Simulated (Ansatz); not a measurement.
Stepwise reaction of `[SiH3]OB(Cl)O[SiH3]` with water, as a gas-phase model of exchange steps in deposition or etching. ΔE in kJ/mol; ΔG adds harmonic PBE0-D4 terms to CCSD(T)/CBS, at 1 bar.

Computed with Ansatz on PBE0-D4/def2-TZVP structures; ΔE is electronic, products minus reactants. CCSD(T)/CBS adds triple-zeta CCSD(T) − MP2 to the extrapolated MP2 energy (def2 sets, frozen cores). This one scheme is used for every species. DFT in def2-TZVPP. B3LYP here is the variant with VWN-RPA as its local correlation; programs differ in this. One conformer a species, not always the lowest.

```json
{"step": "1", "reaction": "`[SiH3]OB(Cl)O[SiH3]` + H₂O → `OB(Cl)O[SiH3]` + `O[SiH3]`", "PBE-D4": "2.1", "B3LYP-D4": "5.7", "ωB97M-V": "3.3", "CCSD(T)/CBS": "8.0", "ΔG(500 K)": "0.1"}
```

Q: Give the row of step 2, `OB(Cl)O[SiH3]` + H₂O → `OB(O)Cl` + `O[SiH3]`. (Estimate.)

A: The calculation gave: 
```csv
step,reaction,PBE-D4,B3LYP-D4,ωB97M-V,CCSD(T)/CBS,ΔG(500 K)
2,`OB(Cl)O[SiH3]` + H₂O → `OB(O)Cl` + `O[SiH3]`,0.5,4.9,2.2,7.2,5.3
```

Q: By hand: ΔE of the 2 steps together at CCSD(T)/CBS.

A: (8.0) + (7.2) = 15.2 kJ/mol, or 7.6 kJ/mol a step.

In ΔE the steps differ by no more than 0.8 kJ/mol. All are uphill at CCSD(T)/CBS. ΔG lies between 0.1 and 5.3 kJ/mol a step. PBE-D4 differs from CCSD(T)/CBS by -6.7 to -5.9 kJ/mol a step. Only this route is followed, and other bonds may react first. Isolated molecules leave out the surface, adducts and barriers. Largest T1 diagnostic: 0.012.
